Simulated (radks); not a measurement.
Question: All-electron atom: the promethium ion Pm3+ in [Kr] 4d10 4f4 5s1 5p6 6s1 (not the ground configuration). Method: Dirac Kohn-Sham, LDA (Slater exchange, VWN5 correlation), spin-unpolarised, spherical densities, point nucleus; open shells fill j = l - 1/2 first; computed with a radial shooting solver on a logarithmic mesh with Libxc functionals. Some entries of the table are withheld. Estimate them.

orbital,occ.,eigenvalue (eV),<1/r> (bohr^-1),<r^2> (bohr^2)
1s1/2,2,-44974.76,67.38,0.0007326
2s1/2,2,-7341.962,15.98,0.01151
2p1/2,2,-6957.248,(1),0.008396
2p3/2,4,-6397.711,(2),0.009643
3s1/2,2,-1630.745,5.796,0.07765
3p1/2,2,-1465.514,5.714,0.07268
3p3/2,4,-1353.070,5.292,0.07998
3d3/2,4,-1064.926,5.167,0.06456
3d5/2,6,-1040.536,5.061,0.06661
4s1/2,2,-354.1955,2.420,0.3963
4p1/2,2,-291.2942,2.316,0.4195
4p3/2,4,-266.4816,2.174,0.4596
4d3/2,4,-162.7564,1.958,0.5349
4d5/2,6,-158.3219,1.923,0.5507
5s1/2,1,-74.9135,0.9646,(3)
5p1/2,2,-56.8708,0.8659,2.630
5p3/2,4,-52.9420,0.8183,2.892
4f5/2,4,-38.5932,1.419,1.043
4f7/2,0,-38.0466,1.407,1.063
6s1/2,1,-24.1647,0.4144,10.80

Answer: 
(1) 2p1/2 <1/r> (bohr^-1): 15.97
(2) 2p3/2 <1/r> (bohr^-1): 14.29
(3) 5s1/2 <r^2> (bohr^2): 2.153
